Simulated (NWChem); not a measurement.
Molecule: C₂H₆B, doublet; SMILES C[B]C

```xyz
9

C     -1.4036     0.0090    -0.1199
B      0.0000     0.0000     0.5391
C      1.4036    -0.0090    -0.1199
H     -1.6793    -1.0621    -0.2021
H     -2.1949     0.4816     0.4806
H     -1.4203     0.4182    -1.1468
H      1.4203    -0.4182    -1.1468
H      2.1949    -0.4816     0.4806
H      1.6793     1.0621    -0.2021
```
Atoms are numbered in this order, from 1.

Program: NWChem. Pople sets run with spherical d functions. Spin-unrestricted. In the optimisation the excess spin sits in a (C2, its own frame). Geometry: optimised at PBE0/def2-SVP, spin-unrestricted. No stability test was run on the SCF state. B3LYP is NWChem's, with the RPA form of VWN correlation. Vzz is the largest principal value of the second derivative of the potential at the nucleus (NWChem prints the opposite sign); η is the asymmetry. Non-relativistic.

```
level          Vzz B2 (a.u.)  η B2  relative time
-------------  -------------  ----  -------------
PBE/cc-pVTZ            0.532  0.41              5
PBE/def2-SVP           0.490  0.31              1
B3LYP/6-31G*           0.506  0.30              1
B3LYP/cc-pVTZ          0.560  0.39              7
```

The last column is a rough cost ratio, cheapest run = 1.
